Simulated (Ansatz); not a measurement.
Geometry optimisation, RHF/STO-3G in Ansatz.

The input (input.yaml):

```yaml
crystal:
  periodic: [false, false, false]
  atoms:
    - { symbol: "N", position_ang: [-1.2243, -0.8565, -1.1231] }
    - { symbol: Si, position_ang: [-0.2622, -0.8293, 0.3385] }
    - { symbol: Cl, position_ang: [1.3371, -2.1091, 0.0389] }
    - { symbol: B, position_ang: [0.4674, 0.9756, 0.7026] }
    - { symbol: O, position_ang: [1.2162, 1.6524, -0.2987] }
    - { symbol: H, position_ang: [-0.6842, -0.4068, -1.9064] }
    - { symbol: H, position_ang: [-2.0159, -0.124, -0.9627] }
    - { symbol: H, position_ang: [-1.0202, -1.2802, 1.4727] }
    - { symbol: H, position_ang: [0.1218, 1.5121, 1.7672] }
    - { symbol: H, position_ang: [2.1474, 1.4146, -0.0263] }
basis:
  gaussian: { orbitals: STO-3G }
hamiltonian:
  xc: hf
relax:
  f_tol: 0.02
  max_steps: 40
scf:
  lower_state_search: "off"
```

Launched with:

```bash
$ ansatz run input.yaml --threads 1 --pin off --max-ram 2048MiB --backend cpu --events-out ev --progress --plain --runs-dir out
```

**Question.** Where does it end, and by what steps?

**Answer.** The forces met the threshold. Limits of this set-up: minimal basis. After 32 steps the energy has fallen by 1.600 eV; H7 moved furthest, 1.18 Å.

| step | energy less start (eV) | largest force component (eV/Å) | accepted |
| --- | --- | --- | --- |
| 0 | 0.0000 | 2.607 | yes |
| 2 | -0.4343 | 1.469 | yes |
| 4 | -0.8809 | 3.555 | yes |
| 6 | -1.2684 | 0.900 | no |
| 8 | -1.3970 | 0.379 | yes |
| 10 | -1.4122 | 0.716 | yes |
| 12 | -1.4430 | 0.179 | yes |
| 14 | -1.4136 | 2.669 | no |
| 16 | -1.4978 | 1.297 | yes |
| 18 | -1.5600 | 0.465 | yes |
| 20 | -1.5954 | 0.261 | yes |
| 22 | -1.5981 | 0.045 | yes |
| 24 | -1.5990 | 0.033 | yes |
| 26 | -1.5994 | 0.030 | yes |
| 28 | -1.5997 | 0.042 | yes |
| 30 | -1.5998 | 0.032 | yes |
| 32 | -1.5998 | 0.012 | yes |

```xyz
10
Properties=species:S:1:pos:R:3
N -1.296 -0.467 -1.093
Si -0.404 -0.669 0.367
Cl 0.831 -2.385 0.239
B 0.792 0.859 0.756
O 1.224 1.602 -0.261
H -0.759 -0.193 -1.916
H -1.914 -1.234 -1.362
H -1.330 -0.988 1.401
H 1.117 1.093 1.850
H 1.822 2.331 0.022
```

The run took 54 s on 1 thread of Arm Neoverse V1, on a shared host, peak memory 0.15 GiB.
